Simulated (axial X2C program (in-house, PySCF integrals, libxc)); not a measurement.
**CsCr: properties at the nuclei**

Computed with an axial X2C code built on PySCF integrals: two-component X2C with atomic mean-field Coulomb and Gaunt terms, Gaussian nuclei, basis Cs dyall-cv3z, Cr dyall-cv3z with contracted cores.

R = 3.573 Å (near the PBE0 minimum at charge 0 of the determinant lowest at the starting distance; the state shown can have its own minimum elsewhere).

Input and command:
```json
{"zs": [55, 24], "q": 0, "bas": ["dyall-cv3z", "dyall-cv3z"], "r0": 3.54, "levels": ["PBE0", "HF", "PBE", "B3LYP", "r2SCAN"], "nst": 3}
```
```bash
python soeom.py task.json out
```

Keys: zs atomic numbers; q charge; bas basis sets; r0 starting distance in Å; levels methods; nst determinants followed.

Determinant lowest in the PBE0 search, Ω = 5/2 (⟨Sz⟩ = 2.50, ⟨Lz⟩ = 0.00 at PBE0), spin on the atoms Cs -0.19, Cr 2.69:

| level | Eeff magnitude (GV/cm) | Ws magnitude Cs (kHz) | A∥/gI Cs (MHz) | qzz Cs (a.u.) | A∥/gI Cr (MHz) | qzz Cr (a.u.) | μ (D) |
| --- | --- | --- | --- | --- | --- | --- | --- |
| PBE0 | 0.6 | 0.15 | -273 | -0.27 | 204 | 0.05 | -6.12 |
| PBE | 0.304 | 0.0766 | -247 | -0.30 | 216 | 0.08 | -6.08 |
| B3LYP | 0.0052 | 0.0107 | -193 | -0.33 | 183 | 0.08 | -6.89 |
| r2SCAN | 0.765 | 0.21 | -286 | -0.27 | 299 | 0.06 | -6.32 |

Determinant 1.17 eV from it at PBE0 and this distance, Ω = 9/2 (⟨Sz⟩ = 3.50, ⟨Lz⟩ = 1.00 at PBE0), spin on the atoms Cs 0.28, Cr 3.22:

```json
{"level": "PBE0", "Eeff magnitude (GV/cm)": "2.18", "Ws magnitude Cs (kHz)": "0.366", "A∥/gI Cs (MHz)": "80.3", "qzz Cs (a.u.)": "0.00", "A∥/gI Cr (MHz)": "221", "qzz Cr (a.u.)": "0.42", "μ (D)": "-8.80"}
{"level": "HF", "Eeff magnitude (GV/cm)": "2.27", "Ws magnitude Cs (kHz)": "0.378", "A∥/gI Cs (MHz)": "81", "qzz Cs (a.u.)": "-0.12", "A∥/gI Cr (MHz)": "116", "qzz Cr (a.u.)": "0.36", "μ (D)": "-9.42"}
{"level": "PBE", "Eeff magnitude (GV/cm)": "2.02", "Ws magnitude Cs (kHz)": "0.338", "A∥/gI Cs (MHz)": "77.3", "qzz Cs (a.u.)": "0.01", "A∥/gI Cr (MHz)": "258", "qzz Cr (a.u.)": "0.47", "μ (D)": "-8.60"}
{"level": "B3LYP", "Eeff magnitude (GV/cm)": "2.27", "Ws magnitude Cs (kHz)": "0.377", "A∥/gI Cs (MHz)": "86.9", "qzz Cs (a.u.)": "-0.03", "A∥/gI Cr (MHz)": "256", "qzz Cr (a.u.)": "0.42", "μ (D)": "-8.77"}
{"level": "r2SCAN", "Eeff magnitude (GV/cm)": "2.43", "Ws magnitude Cs (kHz)": "0.404", "A∥/gI Cs (MHz)": "75.9", "qzz Cs (a.u.)": "-0.06", "A∥/gI Cr (MHz)": "258", "qzz Cr (a.u.)": "0.48", "μ (D)": "-9.21"}
```

Eeff is the effective electric field on the electron electric dipole moment in this Ω state and Ws the scalar–pseudoscalar constant of the nucleus named (defined with the proton number Z and per Ω); A∥ (defined per Ω) follows by multiplying with gI = μI/(I μN); qzz is the electric field gradient, eQq0 = 234.96 MHz × Q/barn × qzz; μ is positive if the Cr end (last atom) is positive. The operators were transformed with the bare-nucleus X2C matrices; with these basis sets, hyperfine constants and field gradients can be off by tens of per cent, and where levels differ in sign neither size nor sign is settled.

(1) With gI(133Cs) = 0.7377, Q(133Cs) = -0.00343 barn, gI(53Cr) = -0.3164 (g factors from the IAEA table of nuclear moments by Stone; Q from Pyykkö, Mol. Phys. 2018), turn the PBE0 values of the first state into constants in MHz.

Each state is one determinant with collinear spin, which with several unpaired electrons need not be a pure state. Unrestricted Hartree–Fock can overshoot spin polarisation at the nuclei. This is the top spin component of a Σ state; components of lower Ω are not single determinants and can lie lower. With several open shells hyperfine constants can be off by a factor of several. Where Eeff spreads by more than a factor of two the levels disagree and none is to be relied on. Left out as unconverged or as another state under the same occupation: HF in at least one table. The search compared states at one distance, so a state with another bond length can lie lower. The sign of Ws at Cs differs between levels in the first state. Further determinants of the search, some of them spin-mixed, are not shown. PBE0 term energies can be off by some tenths of an eV.

Answers

(1) A∥(133Cs) = -273 × 0.7377 = -201 MHz; eQq0(133Cs) = 234.96 × (-0.00343) × (-0.27) = 0.218 MHz; A∥(53Cr) = 204 × -0.3164 = -64.5 MHz.
